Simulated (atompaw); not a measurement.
# What one change does to a pseudopotential (potassium, PAW (atompaw))

atompaw 4.2.0.5 input, output lines left out:

```
K 19
GGA-PBE scalarrelativistic loggrid 1500 logderivrange -5 5 251
4 4 0 0 0 0
4 0 1
4 1 0
0 0 0
c
c
v
v
c
v
v
2
2.85 2.50 2.25 1.80
n
n
y
0.1
y
2.35
n
custom polynom vanderbiltortho sinc
3 0 troulliermartins
2.10
2.85
2.15
2.85
2.85
2.85
```

All-electron outer shells of the reference configuration (PBE, scalar-relativistic, ld1.x):

```csv
shell,level (eV),outermost node (bohr),outermost maximum (bohr)
2s,-353.41,0.11,0.32
2p,-280.12,–,0.26
3s,-35.34,0.48,1.08
3p,-18.81,0.45,1.15
4s,-2.32,1.59,4.18
4p,-0.80,1.88,5.71
```

Change: all radii scaled by about 0.79 (s 1.66, p 1.70, d 2.24 bohr); local potential troulliermartins scheme with l = 3 at 0 Ry, radius 1.78 bohr; augmentation sinc compensation charge, radius 1.96 bohr; PAW radius 2.24 bohr; waves and projectors: custom polynom vanderbiltortho; core correction smooth core density matched at 1.42 bohr.

Cutoffs: the cutoffs (Ry, on a coarse ladder) from which the occupation-weighted sum of valence levels, in a spherical-Bessel basis at the reference potential, stays within 10 and 1 mRy of its value at 400 Ry; they do not see the model core or the augmentation charge, which bear on the density cutoff.

Question: What does the change do?

Answer: The potential gets harder (15 Ry and 30 Ry → 25 Ry and 40 Ry); neither file shows a bound ghost. A smaller radius makes the pseudo-wave follow the all-electron one further in, where it bends more sharply, so more plane waves are needed.

```tsv
quantity	base	changed
cutoff, loose	15 Ry	25 Ry
cutoff, tight	30 Ry	40 Ry
loose cutoff by channel (10 mRy a level)	s 10 Ry, p 15 Ry	s 10 Ry, p 18 Ry
bound ghosts	none	none
lowest overlap eigenvalue by channel	s 0.59, p 0.62, d 0.90	s 0.75, p 0.59, d 0.92
```

 The cutoffs see the waves, projectors and local potential, not the compensation charge or the core.
